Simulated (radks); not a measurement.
Values are calculated unless marked as measured or tabulated.
Q: Spherical quantum dot in the effective-mass picture: electrons in a parabolic well V = omega^2 r^2 / 2 with omega = 0.109, with a point charge +1 (a donor) at the centre, all in effective atomic units (hartree* = m*/eps^2 hartree, bohr* = eps/m* bohr), one dielectric constant everywhere. Level of theory: non-relativistic Kohn-Sham, PBEsol, spin-polarised, spherical densities (a radial shooting solver with Libxc functionals). Levels are named by radial order and angular momentum (1s, 1p, 1d, 2s, ...), and open shells are averaged over m. Results are scaled to m* = 0.554 and eps = 9.9, for which hartree* = 153.8 meV and bohr* = 0.9456 nm. At N = 1 the configuration is 1s(up 1, down 0). Does electron 2 go into 1s down or 1p up?

A: Into 1s down. The total energies of the other choices lie higher by 31.3 meV (1p up).
